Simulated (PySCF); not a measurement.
C5H12BNO.
Atom-mapped SMILES: `[CH2:1]=[C:2]([CH3:3])[B:4]([OH:5])[N:6]([CH3:7])[CH3:8]` (hydrogens: H9, H10 on C1; H11, H12, H13 on C3; H14 on O5; H15, H16, H17 on C7; H18, H19, H20 on C8)

Cartesian coordinates in Å at the PBE0-D3(BJ)/def2-SVP level; atoms count from 1:
```xyz
20
C5H12BNO angstrom
C      1.8285   -1.3572    0.5642
C      1.3824   -0.3265   -0.1680
C      2.0390    0.0611   -1.4649
B      0.1710    0.5705    0.3252
O      0.4132    1.6895    1.0905
N     -1.1651    0.2888   -0.0255
C     -2.2583    1.1249    0.4037
C     -1.5569   -0.8346   -0.8337
H      1.3514   -1.6460    1.5066
H      2.6877   -1.9627    0.2497
H      2.8892   -0.5919   -1.7158
H      1.3163    0.0227   -2.2977
H      2.4030    1.1022   -1.4308
H      1.3442    1.7641    1.3134
H     -2.9814    0.5558    1.0168
H     -2.8123    1.5363   -0.4603
H     -1.8781    1.9614    1.0024
H     -0.6805   -1.4409   -1.0969
H     -2.2704   -1.4873   -0.2971
H     -2.0529   -0.5102   -1.7679
```

Theory: PBE0-D3(BJ)/def2-SVP geometry optimisation, gas phase in PySCF.

Masses are those of the commonest isotopes; rigid-rotor values at the optimised geometry. The values belong to one conformer with, in the numbering `[CH2:1]=[C:2]([CH3:3])[B:4]([OH:5])[N:6]([CH3:7])[CH3:8]`, C1–C2–B4–O5 90°, C2–B4–O5–H -5°.

Task: What are A, B and C (cm⁻¹)?

Result: Ia = 179.23, Ib = 355.41, Ic = 424.49 u·Å²; 505379 MHz·u·Å²/I gives 2820, 1422 and 1191 MHz, that is A = 0.09406, B = 0.04743, C = 0.03971 cm⁻¹.

Task: What kind of rotor is it?

Result: An asymmetric top. Ray's parameter κ = (2B − A − C)/(A − C) = -0.716; −1 is the prolate and +1 the oblate limit.

Task: What does the inertial defect say?

Result: Not planar: Δ = Ic − Ia − Ib = -110.14 u·Å². For a rigid frame Δ = −2 Σ m c², so Σ m c² = 55.07 u·Å² lies off the ab plane: 17.89 from hydrogen and 37.18 from heavier atoms. The atom farthest from that plane is 2.21 Å away.

Task: List the rotational levels J(Ka,Kc) to J = 3 (K).

Result: Above 0(0,0), as E/k:
J = 1: 1(0,1) 0.125, 1(1,1) 0.192, 1(1,0) 0.204
J = 2: 2(0,2) 0.375, 2(1,2) 0.432, 2(1,1) 0.465, 2(2,1) 0.667, 2(2,0) 0.668
J = 3: 3(0,3) 0.746, 3(1,3) 0.791, 3(1,2) 0.857, 3(2,2) 1.043, 3(2,1) 1.049, 3(3,1) 1.407, 3(3,0) 1.407

Task: Which types of transition are allowed, and where do some lines up to J = 5 fall?

Result: The dipole components are |μa| = 0.36 D, |μb| = 0.34 D, |μc| = 0.27 D. Intensities carry the squares of the components, which stand as 1.00 : 0.89 : 0.56 (a : b : c). Some lines, for components of 0.1 D or more:

| type | branch | J(Ka,Kc) | MHz | lower level (cm⁻¹) |
| --- | --- | --- | --- | --- |
| b | Q | 1(1,0) ← 1(0,1) | 1629 | 0.087 |
| b | Q | 3(1,2) ← 3(0,3) | 2320 | 0.519 |
| c | Q | 5(2,4) ← 5(1,4) | 2938 | 1.408 |
| a | R | 2(1,2) ← 1(1,1) | 4994 | 0.134 |
| a | R | 3(1,3) ← 2(1,2) | 7475 | 0.300 |
| b | Q | 3(3,1) ← 3(2,2) | 7583 | 0.725 |
| b | R | 2(2,1) ← 1(1,0) | 9650 | 0.141 |
| b | Q | 5(4,2) ← 5(3,3) | 10538 | 1.766 |
| a | R | 4(2,2) ← 3(2,1) | 10675 | 0.729 |
| a | R | 4(1,3) ← 3(1,2) | 10854 | 0.596 |
| c | R | 3(2,2) ← 2(1,2) | 12725 | 0.300 |
| a | R | 5(4,2) ← 4(4,1) | 13121 | 1.680 |
| c | R | 4(2,2) ← 3(1,2) | 14669 | 0.596 |
| b | R | 4(2,2) ← 3(1,3) | 16056 | 0.550 |
| b | R | 5(4,2) ← 4(3,1) | 23660 | 1.328 |

Not checked by PBE0-D3(BJ)/def2-SVP frequencies. These are rigid-rotor constants of the computed structure; measured ground-state constants (B0) also hold zero-point vibration. A rigid rotor knows nothing of internal rotation, which can split or shift real lines. Quadrupole hyperfine structure (11B, 14N) is left out.

Time: 1.8 min of wall time. Hardware: an Arm Neoverse N1 with one thread, no GPU, on a shared host. This is the geometry optimisation.
